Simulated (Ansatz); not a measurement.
Consider the ligand exchange at a B–C bond: `CB(N)C[SiH3]` + H₂Te → `CB(N)[TeH]` + `C[SiH3]`.

Isolated molecules relaxed with PBE0-D4/def2-TZVP in Ansatz; ΔE leaves out vibrations. CBS: MP2 limit from def2 TZ/QZ plus the TZ coupled-cluster correction, frozen cores. This one scheme is used for every species. DFT in def2-TZVPP. B3LYP here is the variant with VWN-RPA as its local correlation; programs differ in this. def2 core potentials past Kr. For Te outer-core shells are correlated without core-valence functions, which leaves a few kJ/mol of doubt a bond. One conformer a species, not always the lowest.

`CB(N)C[SiH3]`:

```xyz
15

C    -1.161    0.769   -1.317
B     0.149    0.621   -0.452
N     0.750    1.757    0.101
C     0.773   -0.798   -0.171
Si    0.050   -1.555    1.383
H    -1.571    1.782   -1.338
H    -1.947    0.095   -0.961
H    -0.960    0.471   -2.352
H     1.586    1.727    0.660
H     0.377    2.683   -0.016
H     0.566   -1.494   -0.990
H     1.859   -0.762   -0.030
H    -1.437   -1.597    1.313
H     0.537   -2.947    1.592
H     0.429   -0.752    2.578
```

H₂Te:

Z-matrix (Å, degrees):
```
Te
H 1 1.656
H 1 1.656 2 90.4
```

`CB(N)[TeH]`:

```xyz
10

C    -0.290    1.260    0.678
B    -0.078   -0.070   -0.130
N     0.935   -0.971    0.180
Te   -1.445   -0.475   -1.787
H    -1.291    1.302    1.117
H     0.435    1.374    1.490
H    -0.202    2.135    0.028
H     1.101   -1.830   -0.314
H     1.577   -0.806    0.938
H    -0.743   -1.920   -2.200
```

`C[SiH3]`:

```xyz
8

C    -0.591    0.773    0.167
Si    0.528   -0.692   -0.149
H    -1.247    0.583    1.018
H    -1.215    0.979   -0.705
H    -0.004    1.669    0.384
H     1.377   -0.973    1.040
H     1.424   -0.429   -1.308
H    -0.272   -1.911   -0.448
```

| level | ΔE (kJ/mol) | difference from CCSD(T)/CBS |
| --- | --- | --- |
| PBE-D4 | -40.8 | 3.2 |
| r2SCAN-D4 | -40.2 | 3.8 |
| PBE0-D4 | -39.9 | 4.1 |
| ωB97X-V | -36.8 | 7.2 |
| B2PLYP | -41.9 | 2.1 |
| PBE | -42.5 | 1.5 |
| r2SCAN | -41.3 | 2.7 |
| B3LYP | -40.1 | 3.9 |
| MP2/def2-TZVPP | -46.3 | -2.3 |
| SCS-MP2/def2-TZVPP | -43.5 | 0.5 |
| CCSD/def2-TZVPP | -37.3 | 6.7 |
| HF/def2-QZVPP | -39.0 | 5.0 |
| MP2/def2-QZVPP | -49.4 | -5.4 |
| SCS-MP2/def2-QZVPP | -46.3 | -2.3 |
| HF/CBS(def2) | -39.0 | 5.0 |
| MP2/CBS(def2) | -51.7 | -7.7 |
| CCSD(T)/CBS | -44.0 | 0 |

Largest T1 diagnostic among the species: 0.011.
